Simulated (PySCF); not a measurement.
# Correlation energy of Ta²⁺ (tantalum, charge +2)

[Xe] 4f14 5d2 6p1, one real determinant (an excited configuration). Computed with PySCF 2.14 in aug-cc-pVTZ-PP with ECP60MDF (6s6p5d3f2g, 88 functions), with a scalar-relativistic core potential. Frozen: 5s2 5p6; 3 electrons correlated.

```
  level  correlation energy (mhartree)
   CCSD                         -17.91
    (T)                          -0.91
CCSD(T)                         -18.82
```

Diagnostics: T1 = 0.025, D1 = 0.0581, largest double amplitude 0.236.

The real determinant used has ⟨L²⟩ near 14 against 20 for a pure G term, so it mixes terms. Spin-orbit coupling, absent here, splits the open shell strongly. A double-excitation amplitude exceeds 0.15, a sign of near-degeneracy.

Cost of the coupled-cluster step: of the order of 15 core-seconds, for 3 correlated electrons.

The reference is one real determinant that mixes LS terms of this configuration.
